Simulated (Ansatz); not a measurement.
Clusters of 6 atoms, halide: gap (eV) at several levels, gas phase, relaxed structures; Ansatz. Clusters are the lowest isomers that short searches found in that spin, judged at the geometry's level. HOMO and LUMO are taken over both spins. Singlets are spin-restricted. The structures are stationary points that may keep the symmetry of their start. Remarks come from the PBE and PBE0 runs and from stability tests at other levels; not every state was tested. HOMO above LUMO (over both spins in singlets and doublets, within one spin in higher multiplets; at PBE or PBE0), or a gap under 0.15 eV within one spin, warns that the state may not be the lowest or that an electron is smeared out.

```tsv
species	state	geometry	PBE-D4/def2-SVP	PBE-D4/def2-TZVP	r2SCAN-D4/def2-TZVP	PBE0-D4/def2-SVP	PBE0-D4/def2-TZVP	remarks
Cu3Cl3⁺	doublet	r2SCAN-D4/def2-SVP	0.05	0.07	0.28	1.91	1.90	near-degenerate levels, gap within one spin near zero
Be2Cl4	singlet	r2SCAN-D4/def2-SVP	6.26	6.24	7.03	8.50	8.47	–
Li3F3	singlet	r2SCAN-D4/def2-TZVP	6.12	6.53	7.59	8.66	9.07	–
Zn2Br4	singlet	r2SCAN-D4/def2-SVP	4.25	4.36	4.99	6.36	6.47	–
Li3H3	singlet	r2SCAN-D4/def2-TZVP	4.71	4.53	5.27	6.39	6.33	–
```

Problem. Estimate the rows for Li3Cl3 (singlet, PBE-D4/def2-SVP geometry); Na3H3 (singlet, PBE0-D4/def2-TZVP geometry).

Solution. 
```json
{"species": "Li3Cl3", "state": "singlet", "geometry": "PBE-D4/def2-SVP", "PBE-D4/def2-SVP": "5.69", "PBE-D4/def2-TZVP": "5.87", "r2SCAN-D4/def2-TZVP": "6.84", "PBE0-D4/def2-SVP": "7.66", "PBE0-D4/def2-TZVP": "7.83"}
{"species": "Na3H3", "state": "singlet", "geometry": "PBE0-D4/def2-TZVP", "PBE-D4/def2-SVP": "3.87", "PBE-D4/def2-TZVP": "3.83", "r2SCAN-D4/def2-TZVP": "4.63", "PBE0-D4/def2-SVP": "5.45", "PBE0-D4/def2-TZVP": "5.40"}
```
